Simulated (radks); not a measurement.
The numbers below are computed, except where a source is named.
Species: Tc II. Configuration: [Kr] 4d4.5 5s1.5 (fractional occupations, a model configuration).

Level of theory: scalar-relativistic Kohn-Sham, SCAN, spin-polarised, spherical densities, finite nucleus; open shells are filled with parallel spins first (spin-orbit coupling, left out, can overturn this in heavy ions); meta-GGA in the generalised Kohn-Sham scheme; Fermi nuclear charge, rms radius 4.4112 fm (a radial shooting solver on a logarithmic mesh with Libxc functionals).

Energy parts (Ry):
| part | energy |
|---|---|
| total | -8572.57989 |
| kinetic | 8852.08423 |
| electron-nucleus | -20630.19936 |
| Hartree | 3463.40100 |
| exchange-correlation | -257.86577 |

Orbitals (lengths in bohr, moments of r in powers of bohr):
| orbital | occ. | eigenvalue (Ry) | <1/r> |
|---|---|---|---|
| 1s up | 1 | -1537.762 | 44.70 |
| 1s down | 1 | -1537.761 | 44.70 |
| 2s up | 1 | -221.0227 | 10.10 |
| 2s down | 1 | -220.9699 | 10.10 |
| 2p up | 3 | -197.6446 | 9.792 |
| 2p down | 3 | -197.6033 | 9.794 |
| 3s up | 1 | -39.49293 | 3.492 |
| 3s down | 1 | -39.47019 | 3.490 |
| 3p up | 3 | -31.74560 | 3.317 |
| 3p down | 3 | -31.71695 | 3.316 |
| 3d up | 5 | -19.28184 | 3.081 |
| 3d down | 5 | -19.23003 | 3.081 |
| 4s up | 1 | -6.36440 | 1.280 |
| 4s down | 1 | -6.07776 | 1.294 |
| 4p up | 3 | -4.24399 | 1.144 |
| 4p down | 3 | -3.93157 | 1.158 |
| 4d up | 4.5 | -1.26263 | 0.8247 |
| 5s up | 1 | -0.96869 | 0.4432 |
| 5s down | 0.5 | -0.78108 | 0.3923 |

The highest occupied level is 5s down at -10.627 eV. The spin density at the nucleus is 7.46 e/bohr^3 (1s -0.01, 2s -1.26, 3s 1.26, 4s -4.37, 5s 11.83). Summed over all electrons, <r^2> = 44.84 bohr^2, which gives a Langevin (diamagnetic) susceptibility term of -35.5 x 10^-6 cm^3/mol. The electron density at the nucleus is 1.022e+05 e/bohr^3 (large components only). Spin moment in Bohr magnetons: 5.

Empty levels of this run are not shown, since the potential may be unsettled where no density lies.
